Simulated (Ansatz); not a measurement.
CrS2(OH)2 (CrS₂O₂H₂). Charge 0, multiplicity 1. Geometry PBE-D4/def2-SVP.

Cartesian coordinates in Å:
```
Cr -0.193 -0.211 0.167
S -2.191 -0.118 0.241
S 0.473 -1.761 1.244
O 0.435 1.290 0.798
H 1.345 1.193 1.149
O 0.351 -0.431 -1.477
H -0.219 0.039 -2.122
```

The restricted singlet is unstable towards broken spin symmetry in Hartree–Fock (as tested in another run); at PBE-D4/def2-SVP, PBE-D4/def2-TZVP, B97M-V/def2-TZVP, r2SCANh-D4/def2-TZVP and others this wasn't settled.

(1) Estimate the orbital energies around the gap (eV) in Ansatz with PBE-D4/def2-SVP, PBE-D4/def2-TZVP, B97M-V/def2-TZVP, r2SCANh-D4/def2-TZVP, PBE0-D4/def2-TZVP.

## Answers

(1) 
```csv
orbital,PBE-D4/def2-SVP,PBE-D4/def2-TZVP,B97M-V/def2-TZVP,r2SCANh-D4/def2-TZVP,PBE0-D4/def2-TZVP
HOMO−5,-8.39,-8.56,-9.02,-9.53,-10.08
HOMO−4,-8.13,-8.33,-8.79,-9.30,-9.88
HOMO−3,-7.75,-7.92,-8.27,-8.75,-9.26
HOMO−2,-7.15,-7.33,-7.69,-8.12,-8.64
HOMO−1,-6.78,-6.99,-7.33,-7.73,-8.17
HOMO,-6.11,-6.31,-6.64,-7.00,-7.45
LUMO,-4.57,-4.73,-4.88,-4.62,-4.19
LUMO+1,-4.35,-4.53,-4.63,-4.34,-3.83
LUMO+2,-3.32,-3.50,-3.61,-3.30,-2.91
LUMO+3,-3.13,-3.33,-3.42,-3.08,-2.56
LUMO+4,-3.09,-3.29,-3.34,-3.04,-2.56
LUMO+5,-0.50,-0.69,-0.50,0.18,0.07
```
